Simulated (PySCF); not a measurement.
# Vertical excitation energies

Species: C₂H₁₀F₂Si₃.
SMILES: `FC(F)C[SiH]([SiH3])[SiH3]`

Theory: PySCF, TDDFT PBE0/def2-SVPD, vertical, gas phase, core orbitals frozen in the response. One conformer (not necessarily the lowest) at the GFN2-xTB geometry, without solvent, vibrations or thermal averaging. Torsions of this conformer, `[F:1][CH:2]([F:3])[CH2:4][SiH:5]([SiH3:6])[SiH3:7]`: F1–C2–C4–Si5 -58°, C2–C4–Si5–Si6 -65°.

| state | E (eV) | E (kJ/mol) | λ (nm) | f | main configurations (H = HOMO, L = LUMO) |
| --- | --- | --- | --- | --- | --- |
| S1 | 6.48 | 626 | 191.2 | 0.109 | H→L (86%), H→L+1 (10%) |
| S2 | 6.93 | 669 | 178.8 | 0.0095 | H-1→L (87%), H-2→L (10%) |
| S3 | 6.99 | 674 | 177.4 | 0.176 | H→L+1 (82%) |
| S4 | 7.19 | 693 | 172.5 | 0.0039 | H-2→L (77%), H-1→L+1 (11%), H-1→L (9%) |
| S5 | 7.32 | 706 | 169.5 | 0.025 | H→L+2 (87%) |
| S6 | 7.48 | 721 | 165.9 | 0.016 | H→L+3 (92%) |
| S7 | 7.56 | 729 | 164.0 | 0.071 | H-1→L+1 (75%), H-2→L (10%) |
| S8 | 7.75 | 748 | 159.9 | 0.220 | H-1→L+2 (78%) |

Triplets (Tamm–Dancoff): T1 5.57 eV, H→L (95%); T2 6.15 eV, H-1→L (89%); T3 6.18 eV, H→L+1 (86%).

The lowest singlet comes at 191 nm (626 kJ/mol) in the vacuum ultraviolet; it is of moderate strength; its leading configuration is HOMO→LUMO (86%). The strongest level in the table is S8 at 7.75 eV (160 nm, f = 0.220). It is the last of those listed, so stronger ones may follow. Löwdin shares by element: HOMO silicon 73%, carbon 5% or more (atoms not listed hold the other 22%); LUMO silicon 69%, hydrogen 8% or more (atoms not listed hold the other 22%). Orbital energies (eV): HOMO-3 -9.71, HOMO-2 -9.00, HOMO-1 -8.62, HOMO -8.15, LUMO -0.58, LUMO+1 0.00, LUMO+2 0.28. Of the 8 states listed, 6 reach f = 0.01 and none stays under 0.0005. The oscillator strengths of these states sum to 0.630; summed over the whole spectrum of an exact calculation they would give the number of electrons, 82 (Thomas–Reiche–Kuhn). Singlets were solved by full linear response, triplets in the Tamm–Dancoff approximation.

Time: 1.8 min of wall time (with the writing of density and orbital grids); peak memory 1.0 GiB. Hardware: one thread of an Arm Neoverse N1, shared host with 64 logical CPUs at a one-minute load of 57.
